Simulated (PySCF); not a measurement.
Fe²⁺: ionisation energy

Fe²⁺ [Ar] 3d6 [3d3/2^4 3d5/2^2, M_J = 4] → Fe³⁺ [Ar] 3d5 [3d3/2^4 3d5/2^1, M_J = 5/2], as a difference of total energies. Calculation: PySCF 2.14, in x2c-QZVPPall-2c (11s9p5d4f2g, 109 functions); the two-component X2C-1e Hamiltonian. Correlated levels: [Ne] frozen; the 8 highest virtual spinors dropped. "Screened" scales the spin-orbit matrix elements by Boettger's factors to mimic the two-electron term; Breit and QED terms are absent.

```csv
method,ionisation energy (eV),error (eV)
GHF (spin-free),28.236,-2.415
GMP2 (spin-free),30.495,-0.156
GHF (screened spin-orbit),28.286,-2.365
GMP2 (screened spin-orbit),30.547,-0.104
```

Reference: 30.651 ± 0.012 eV (measured; NIST Atomic Spectra Database, ionization energies).

Errors of the correlated levels include the incompleteness of this basis and the frozen core.

The labels give the starting determinants; with spin-orbit coupling the two ends relaxed to ⟨J²⟩ = 20.01, ⟨L²⟩ = 6.01, ⟨S²⟩ = 6.00 and ⟨J²⟩ = 8.75, ⟨L²⟩ = 0.00, ⟨S²⟩ = 8.75.
